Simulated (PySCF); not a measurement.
ClGe, SMILES [Cl][Ge] (connectivity only; charge and spin as stated), charge +1, multiplicity 1.

Geometry optimised at B3LYP-D3(BJ)/def2-TZVP. The multiplicity is an assumed one; other spin states were not compared.

All values below come from ωB97X/def2-TZVPD (PySCF).

| Property | Value |
|---|---|
| total energy | -2536.98731 hartree |
| point group | C∞v |
| highest occupied level | -18.36 eV |
| lowest empty level | -7.47 eV |
| orbital gap | 10.90 eV |
| dipole moment about the centre of nuclear charge | 2.46 D |
| mean static polarisability | 33.3 bohr³ (4.94 Å³) |
| polarisability, principal values | 27.0, 27.0, 46.0 bohr³ |
